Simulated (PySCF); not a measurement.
Cd(OH)(SMe) (CH4CdOS), SMILES [OH][Cd][S]C.

Geometry optimised at PBE-D3(BJ)/def2-SVP. The structure was generated by enumeration; whether it is a known compound was not checked. The def2 effective core potentials stand for the cores of Cd; spin–orbit coupling is left out. The values are those of a single conformer.

Method: PySCF with IEF-PCM-PBE0/def2-SVP.

The values are the electrostatic part of the solvation free energy, E(continuum) − E(gas) at the gas-phase geometry, in a cavity of scaled van der Waals radii (PySCF's table); cavitation and dispersion terms are not included. A continuum can't describe solvent molecules that bind to the metal. In vacuum the orbital gap is 5.37 eV. The dipole moment in vacuum is 2.02 D.

Computed values in water (ε = 78.36), tetrahydrofuran (ε = 7.43), ethanol (ε = 24.85):
```tsv
solvent	ε	ΔG(elec) (kcal/mol)	dipole (D)	gap (eV)
water	78.36	-15.7	2.53	5.86
tetrahydrofuran	7.43	-12.6	2.40	5.75
ethanol	24.85	-14.9	2.49	5.83
```
